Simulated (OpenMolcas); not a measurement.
# Ir5+: moving or changing the point charges

Ir5+ among 2 point charges of -3 e arranged as a linear pair (D∞h), 1.93 Å from the ion.

- Program: OpenMolcas
- Method: CASSCF
- Basis: ANO-RCC-VDZP [7s6p4d2f]
- Scalar Hamiltonian: DKH2, point nucleus
- Active space: 4 electrons in 5 orbitals (5d)
- State averaging: 2S+1 = 5 even, 5 roots; 2S+1 = 3 even, 45 roots; 2S+1 = 1 even, 50 roots
- Spin-orbit coupling: state interaction with AMFI integrals over the reference wave functions

Runs around this geometry, states (labels by Λ). Energies in cm-1 above the lowest state or level, χT in cm3 K/mol.

```csv
R (Å),q (e),Ground state,First state of that spin,First gap with spin-orbit (degeneracies),χT at 300 K,First state of another spin
1.93,-1.5,5Σ,5Π 6474,"3208 (1, 2)",0.110,3Φ 19488
1.81,-3,5Σ,5Π 9823,"1126 (1, 2)",0.268,3Φ 8007
1.93,-3,5Σ,5Π 8857,"2327 (1, 2)",0.202,3Φ 11549
2.02,-3,5Σ,5Π 8057,"2533 (1, 2)",0.173,3Φ 13613
```

Taking the first state of the same spin as R^-n, n = -ln(8057 / 9823) / ln(2.02 / 1.81) = 1.8 between the shortest and longest distance.

Scaling the charges by -1.5 / -3 = 0.50 scales the first state of the same spin by 6474 / 8857 = 0.73; with fixed orbitals a first-order splitting would follow the charge.

Without dynamic correlation the repulsion within the d shell is too large (B by tens of per cent), so at a given field states of lower spin stand too high. Point charges give a weaker field than real ligands, and real ions of this kind are as a rule low spin; the high spin found here belongs to the model. Spin-orbit coupling mixes the spin-free states strongly: the lowest level takes only 42 % from its leading state, 5Σ (figures for R = 1.93, q = -1.5; the like holds for R = 1.81, q = -3, R = 1.93, q = -3, R = 2.02, q = -3). This shell can be high or low spin here, a state of another spin lies low, and with metal d orbitals alone active their balance is uncertain, so the ground spin may be wrong (holds for R = 1.81, q = -3; R = 1.93, q = -3; R = 2.02, q = -3). Point charges carry no covalency, so the field is a model and not that of real ligands. No measured value stands beside these numbers.
